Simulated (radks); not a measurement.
Values are calculated unless marked as measured or tabulated.
Q: The mean radii <r> (bohr) of the occupied orbitals of an atom or ion are listed with their occupations. Code: a radial shooting solver on a logarithmic mesh with Libxc functionals. Model: scalar-relativistic Kohn-Sham, MS2 meta-GGA, spin-polarised, spherical densities, finite nucleus; meta-GGA in the generalised Kohn-Sham scheme; Fermi nuclear charge, rms radius of each element as measured or else 0.836 A^(1/3) + 0.57 fm.

orbital  occ.     <r>
1s          2  0.1200
2s          2  0.6193
2p          6  0.5971

Name the element and its charge. Open shells, if any, are filled with parallel spins first.

A: Z = 13, aluminium, charge +3: Al3+ in [Ne]. The 1s radius gives Z: for a bare nucleus <r> = (2 gamma + 1)/(2Z) with gamma = sqrt(1 - (Z/c)^2), 0.115 bohr for Z = 13, and screening makes it slightly larger (0.1200 here). The occupations add up to 10, and the charge is Z minus that.
